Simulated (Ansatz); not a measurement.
AsAsAsSb tetrahedron (SbAs3), 4 atoms. Hardware: 4 threads of Intel Xeon on a shared host.

In the def2 sets Sb takes a core potential; there is no spin–orbit coupling. Correlated methods freeze 31 core orbitals; core or outer-core shells of As, Sb are correlated, in sets that lack core-valence functions.

**Question.** How many basis functions does each of these Ansatz runs have, and roughly what does it cost? LDA (SPW92)/def2-TZVP, charge 0 singlet, energy, from earlier orbitals; r2SCAN0-D4/def2-TZVP, charge 0 singlet, energy, from earlier orbitals; PBE-D4/def2-TZVPD, charge 0 singlet, energy, from earlier orbitals; r2SCAN-D4/def2-TZVPD, charge -1 doublet at the geometry of the charge 0 singlet, energy, from earlier orbitals; BHLYP-D4/def2-TZVP, charge 0 singlet, energy and forces, from earlier orbitals; PBE-D4/def2-TZVP, charge 0 singlet, energy, from earlier orbitals; MP2/def2-TZVP, charge 0 singlet, energy, from earlier orbitals; PBE0-D4/def2-SVP, charge -1 doublet at the geometry of the charge 0 singlet, energy with a search over starts; PBE0-D4/def2-TZVP, charge 1 doublet at the geometry of the charge 0 singlet, energy, from earlier orbitals; PBE0-D4/def2-TZVP, charge 0 singlet, energy, from earlier orbitals; r2SCAN-D4/def2-TZVP, charge 0 triplet at the geometry of the charge 0 singlet, energy, from earlier orbitals; r2SCAN-D4/def2-TZVP, charge 1 doublet at the geometry of the charge 0 singlet, energy, from earlier orbitals.

**Answer.** Other jobs shared the machine, so times can vary by a factor of up to 3. A dash marks memory too small to be measured apart from the calling script's.

```tsv
run	functions	fitting or Cholesky vectors	wall time	peak host memory (GiB)
LDA (SPW92)/def2-TZVP, charge 0 singlet, energy, from earlier orbitals	194	1502	6 s	–
PBE-D4/def2-TZVP, charge 0 singlet, energy, from earlier orbitals	194	1502	6 s	–
PBE-D4/def2-TZVPD, charge 0 singlet, energy, from earlier orbitals	218	1634	9 s	–
PBE0-D4/def2-TZVP, charge 0 singlet, energy, from earlier orbitals	194	1710	12 s	0.88
r2SCAN0-D4/def2-TZVP, charge 0 singlet, energy, from earlier orbitals	194	1710	17 s	0.9
BHLYP-D4/def2-TZVP, charge 0 singlet, energy and forces, from earlier orbitals	194	1439	20 s	0.61
MP2/def2-TZVP, charge 0 singlet, energy, from earlier orbitals	194	1439	20 s	0.59
PBE0-D4/def2-TZVP, charge 1 doublet at the geometry of the charge 0 singlet, energy, from earlier orbitals	194	1439	37 s	1.1
r2SCAN-D4/def2-TZVP, charge 1 doublet at the geometry of the charge 0 singlet, energy, from earlier orbitals	194	1502	47 s	0.72
r2SCAN-D4/def2-TZVP, charge 0 triplet at the geometry of the charge 0 singlet, energy, from earlier orbitals	194	1502	60 s	0.72
r2SCAN-D4/def2-TZVPD, charge -1 doublet at the geometry of the charge 0 singlet, energy, from earlier orbitals	218	1634	68 s	0.9
PBE0-D4/def2-SVP, charge -1 doublet at the geometry of the charge 0 singlet, energy with a search over starts	122	1282	86 s	0.75
```
